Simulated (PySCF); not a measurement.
**`F[C@H]1C[SiH2][C@@H](F)C1`, C₄H₈F₂Si**

Molfile (atoms numbered from 1):
```
C4H8F2Si
     RDKit          3D

 15 15  0  0  0  0  0  0  0  0999 V2000
    0.7831    1.4162    1.3047 F   0  0  0  0  0  0  0  0  0  0  0  0
    0.5797    1.1532   -0.0373 C   0  0  1  0  0  0  0  0  0  0  0  0
    1.3746   -0.0937   -0.4116 C   0  0  0  0  0  0  0  0  0  0  0  0
    0.3189   -1.5392    0.2478 Si  0  0  0  0  0  4  0  0  0  0  0  0
   -1.2980   -0.4837    0.2403 C   0  0  1  0  0  0  0  0  0  0  0  0
   -1.7969   -0.3786    1.5317 F   0  0  0  0  0  0  0  0  0  0  0  0
   -0.9074    0.9017   -0.2800 C   0  0  0  0  0  0  0  0  0  0  0  0
    0.9258    2.0518   -0.5649 H   0  0  0  0  0  0  0  0  0  0  0  0
    2.3723   -0.0309    0.0173 H   0  0  0  0  0  0  0  0  0  0  0  0
    1.4856   -0.1299   -1.4942 H   0  0  0  0  0  0  0  0  0  0  0  0
    0.2331   -2.6472   -0.7050 H   0  0  0  0  0  0  0  0  0  0  0  0
    0.6497   -1.9406    1.6086 H   0  0  0  0  0  0  0  0  0  0  0  0
   -2.1289   -0.8919   -0.3436 H   0  0  0  0  0  0  0  0  0  0  0  0
   -1.5024    1.6700    0.2173 H   0  0  0  0  0  0  0  0  0  0  0  0
   -1.0935    0.9507   -1.3532 H   0  0  0  0  0  0  0  0  0  0  0  0
  1  2  1  0
  2  3  1  0
  3  4  1  0
  4  5  1  0
  5  6  1  0
  5  7  1  0
  7  2  1  0
  2  8  1  6
  3  9  1  0
  3 10  1  0
  4 11  1  0
  4 12  1  0
  5 13  1  6
  7 14  1  0
  7 15  1  0
M  END
```

The calculation used TDDFT BHandHLYP/def2-SVPD circular dichroism and optical rotation, one conformer, gas phase (PySCF 2.14.0). Geometry: GFN2-xTB.

States above about 9.5 eV (minus the energy of the highest occupied orbital) lie near or above the ionisation threshold and depend on the basis.

Stereocentres: C2 R, C5 R.

Task: What is the specific rotation at 633, 589.3, 546, 436, 405, 365, 355 nm?

Result: [α] in deg dm⁻¹ (g/mL)⁻¹:
```tsv
λ (nm)	origin-invariant length gauge	modified velocity gauge	length gauge (centre of mass)	isotropic polarisability (au)
633	-0.8	+7.6	-1.6	71.3
589.3	-1.0	+8.9	-1.9	71.5
546	-1.2	+10.4	-2.3	71.8
436	-2.4	+17.1	-4.2	72.9
405	-3.0	+20.1	-5.2	73.5
365	-4.3	+25.6	-7.2	74.4
355	-4.7	+27.4	-7.8	74.6
```

Where the gauges differ in sign the basis doesn't settle the rotation.

The first excitation lies at 7.78 eV (159 nm) with R = -7.7 × 10⁻⁴⁰ esu² cm² (velocity form).
